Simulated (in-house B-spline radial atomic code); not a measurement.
Whole-atom quantities along the 20-electron series, configuration [Ar] 3d2. Breit and QED terms are first order and not part of the total energy; the density at the nucleus is averaged over the nuclear charge. Computed with a B-spline radial code for spherical atoms: Dirac-Hartree-Fock, average of the configuration, finite nuclei.

```
  ion   Z  E/Z² (Eh)  Σ<r²> (bohr²)  n(0)/Z³ (bohr⁻³)  Lamb diamagnetic shielding (ppm)  repulsion over attraction  Breit energy (eV)  self-energy (eV)  vacuum polarisation (eV)  Dirac less non-relativistic energy (Eh)
 Ti2+  22    -1.7606         16.508           0.78936                           1627.42                     0.1506             7.1896            5.1655                  -0.39684                                  -4.4452
  V3+  23    -1.7892         13.119           0.80353                           1721.64                    0.14655             8.3738            6.0389                  -0.47489                                  -5.3859
 Cr4+  24    -1.8162         10.875           0.81794                            1815.8                    0.14245             9.6868            7.0117                  -0.56403                                  -6.4723
 Mn5+  25          ?              ?                 ?                                 ?                          ?                  ?                 ?                         ?                                        ?
 Fe6+  26    -1.8659          7.969           0.84826                           2004.46                    0.13446             12.726            9.2802                  -0.77978                                   -9.142
 Co7+  27    -1.8888         6.9654           0.86419                            2099.1                    0.13065             14.466            10.589                  -0.90862                                  -10.757
 Ni8+  28    -1.9105         6.1499            0.8814                           2193.99                    0.12698             16.362            12.023                    -1.053                                  -12.582
 Cu9+  29    -1.9312         5.4757           0.89786                           2289.16                    0.12347             18.421            13.588                   -1.2143                                  -14.634
Zn10+  30    -1.9509         4.9103           0.91565                           2384.63                     0.1201              20.65            15.293                   -1.3938                                  -16.933
Ga11+  31    -1.9696         4.4307           0.93378                           2480.44                    0.11688             23.056            17.144                   -1.5928                                  -19.497
Ge12+  32          ?              ?                 ?                                 ?                          ?                  ?                 ?                         ?                                        ?
As13+  33    -2.0047         3.6643           0.97263                           2673.13                    0.11085             28.428            21.312                   -2.0557                                  -25.509
Se14+  34    -2.0212         3.3547           0.99327                           2770.05                    0.10803             31.409            23.645                   -2.3227                                      -29
Br15+  35          ?              ?                 ?                                 ?                          ?                  ?                 ?                         ?                                        ?
Kr16+  36    -2.0521         2.8438            1.0377                           2965.14                    0.10275             37.997            28.847                   -2.9366                                  -37.069
Rb17+  37    -2.0667         2.6313            1.0615                           3063.36                    0.10027             41.618            31.733                   -3.2871                                  -41.697
Sr18+  38    -2.0808         2.4418            1.0862                           3162.04                   0.097901             45.468             34.82                   -3.6693                                  -46.755
Zr20+  40    -2.1076         2.1195            1.1385                           3360.89                   0.093448             53.884            41.631                   -4.5372                                  -58.274
Nb21+  41    -2.1204         1.9817            1.1655                            3461.1                   0.091355             58.465            45.373                   -5.0273                                  -64.792
```

(1) Fill in the row of Mn5+.

(2) Fill in the row of Ge12+.

(3) Fill in the row of Br15+.

(4) With what power of Z does the column «self-energy (eV)» change over this range?

Results:

(1) E/Z² (Eh): -1.8417; Σ<r²> (bohr²): 9.2325; n(0)/Z³ (bohr⁻³): 0.83271; Lamb diamagnetic shielding (ppm): 1910.05; repulsion over attraction: 0.1384; Breit energy (eV): 11.135; self-energy (eV): 8.0899; vacuum polarisation (eV): -0.66529; Dirac less non-relativistic energy (Eh): -7.7192.

(2) E/Z² (Eh): -1.9876; Σ<r²> (bohr²): 4.0196; n(0)/Z³ (bohr⁻³): 0.95244; Lamb diamagnetic shielding (ppm): 2576.6; repulsion over attraction: 0.11379; Breit energy (eV): 25.646; self-energy (eV): 19.147; vacuum polarisation (eV): -1.8129; Dirac less non-relativistic energy (Eh): -22.349.

(3) E/Z² (Eh): -2.0369; Σ<r²> (bohr²): 3.0833; n(0)/Z³ (bohr⁻³): 1.0151; Lamb diamagnetic shielding (ppm): 2867.38; repulsion over attraction: 0.10533; Breit energy (eV): 34.596; self-energy (eV): 26.154; vacuum polarisation (eV): -2.6157; Dirac less non-relativistic energy (Eh): -32.845.

(4) A fit of the logarithm of its size against log Z from Z = 22 to 41 has slope 3.49. One-loop self-energy scales as Z⁴F(Zα), with F falling from low Z to about Z = 90.
